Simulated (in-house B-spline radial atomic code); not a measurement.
**Excitations of Cu⁺ by several methods**

Full response, energies in eV; labels give the largest channel, * marks a mixed state, a dash one above the method's threshold, and an imaginary frequency an unstable closed-shell reference. Computed with a B-spline radial code for spherical atoms: linear response of the closed shell [Ar] 3d10 with each method's own kernel (bare exchange for TDHF, static screening on G0W0 levels for BSE, the adiabatic kernel for functionals); non-relativistic, point nucleus, no spin-orbit coupling, no double excitations, S, P, D and F terms only. Only terms of natural parity with L up to 3 were computed.

Without relativity these are model numbers for so heavy an element.

```csv
method,3d → 4s 3D,3d → 4s 1D,3d → 4p 3P,α (bohr³)
TDHF,4.401,5.106,9.715,5.165
BSE on G0W0@HF,3.262,3.808,8.637,5.379
LDA VWN5,1.957,2.431,7.197,7.887
PBE,1.741,2.294,6.864,8.067
PBE0,?,?,?,?
B3LYP (VWN-RPA),2.275,2.818,7.552,7.218
CAM-B3LYP,2.336,2.865,7.593,7.111
LC-wPBE,?,?,?,?
wB97X,2.639,2.922,8.003,7.386
HSE06,2.490,3.052,7.745,7.019
BHandHLYP,3.132,3.700,8.486,6.214
BLYP,1.610,2.172,6.800,8.145
PBEsol,1.824,2.378,6.966,8.027
BP86,1.761,2.335,7.021,8.122
LDA exchange-only,1.358,2.030,6.329,8.607
B97-1,2.605,2.953,7.913,7.147
RPBE,1.698,2.253,6.743,8.136
OLYP,1.863,2.414,6.795,7.837
```

Task: What does LC-wPBE give?

Result: 3d → 4s 3D: 2.199; 3d → 4s 1D: 2.749; 3d → 4p 3P: 7.392; α: 7.342 (eV, bohr³).

Task: What does PBE0 give?

Result: 3d → 4s 3D: 2.529; 3d → 4s 1D: 3.086; 3d → 4p 3P: 7.751; α: 6.982 (eV, bohr³).
